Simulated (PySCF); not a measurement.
## Interval between two levels of Co by level of theory

Co [Ar] 3d7 4s2 [4F9/2, M_J = 9/2] → Co [Ar] 3d6 4s2 4p1 [6F11/2, M_J = 11/2], as a difference of total energies. Calculation: PySCF 2.14, in x2c-TZVPall-2c; the two-component X2C-1e Hamiltonian. Correlated levels: [Ne] frozen; the 6 highest virtual spinors dropped. "Screened" scales the spin-orbit matrix elements by Boettger's factors to mimic the two-electron term; Breit and QED terms are absent.

```json
{"method": "GHF (spin-free)", "interval between two levels (cm⁻¹)": "44312"}
{"method": "GMP2 (spin-free)", "interval between two levels (cm⁻¹)": "56679"}
{"method": "GHF (screened spin-orbit)", "interval between two levels (cm⁻¹)": "44731"}
{"method": "GMP2 (screened spin-orbit)", "interval between two levels (cm⁻¹)": "57119"}
```

The labels give the starting determinants; with spin-orbit coupling the two ends relaxed to ⟨J²⟩ = 24.76, ⟨L²⟩ = 12.02, ⟨S²⟩ = 3.76 and ⟨J²⟩ = 35.97, ⟨L²⟩ = 12.22, ⟨S²⟩ = 8.75.
